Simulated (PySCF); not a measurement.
SiH2Cl2, SMILES Cl[SiH2]Cl.

The structure is a stationary point at B3LYP-D3(BJ)/def2-TZVP. The isomer is the one that the SMILES or the coordinates give; other isomers of the formula were not compared.

Two levels are set side by side: TDDFT-PBE/def2-SVPD (PySCF) and ADC(2)/aug-cc-pVDZ (PySCF). Vertical, same geometry; the bases differ. Differences are taken from unrounded values.

```csv
quantity,ADC(2),TDDFT-PBE,TDDFT-PBE minus ADC(2)
lowest singlet excitation (eV),7.92,6.72,-1.20
```

Functionals without exact exchange tend to place singlet excitations lower, as here. Differences between two approximate levels are no errors against the true value.

Rough cost on one machine, each run with all the roots and properties that it gave: ADC(2) against TDDFT-PBE about 30 times.
